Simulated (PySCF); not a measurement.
Ligand exchange on a metal centre used in film growth or etching (Y OH-NH2). Isolated molecules, 0 K electronic values unless said otherwise. One relaxed conformer stands for each flexible species; it need not be the lowest.

Calculation: PBE-D3(BJ)/def2-TZVP // TPSS-D3(BJ)/def2-SVP (PySCF). 

```
species                                    mean distance from the central atom to its bonded neighbours (Å)  HOMO–LUMO gap (eV)  charge on the central atom (Mulliken) (e)  HOMO (eV)
-----------------------------------------  ----------------------------------------------------------------  ------------------  -----------------------------------------  ---------
0 of 3 OH replaced by NH2 ([Y(OH)3])                                                                  2.036                4.11                                       1.36      -6.20
2 of 3 OH replaced by NH2 ([Y(OH)(NH2)2])                                                             2.122                3.12                                       1.31      -5.06
3 of 3 OH replaced by NH2 ([Y(NH2)3])                                                                 2.162                3.12                                       1.28      -4.97
```
